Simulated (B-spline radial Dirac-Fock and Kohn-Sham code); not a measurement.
## Magnetic form factor of the 4d shell of Pt³⁴⁺

System: Pt³⁴⁺ in the configuration [Kr] 4d8.

Method: Dirac-Fock orbitals of the configuration average with a finite nucleus. Computed with a radial B-spline solver. ⟨j_K⟩ is the integral of the 4d radial density with the spherical Bessel function j_K(4πsr), s = sin θ/λ.

```tsv
s (Å⁻¹)	⟨j0⟩	⟨j2⟩	⟨j4⟩
0	1.0000	0.0000	0.0000
0.05	0.9965	0.0014	0.0000
0.06	0.9950	0.0020	0.0000
0.08	0.9911	0.0035	0.0000
0.1	0.9862	0.0055	0.0000
0.13	0.9768	0.0093	0.0000
0.16	0.9650	0.0139	0.0001
0.2	0.9458	0.0215	0.0002
0.26	0.9099	0.0354	0.0005
0.33	0.8584	0.0550	0.0012
0.42	0.7798	0.0840	0.0030
0.53	0.6703	0.1221	0.0069
0.68	0.5111	0.1718	0.0165
0.86	0.3293	0.2163	0.0346
1.1	0.1398	0.2361	0.0669
1.39	0.0164	0.2021	0.1051
```

Radial moments of the shell: ⟨r²⟩ = 0.1884, ⟨r⁴⟩ = 0.05224, ⟨r⁶⟩ = 0.01928 in powers of bohr.
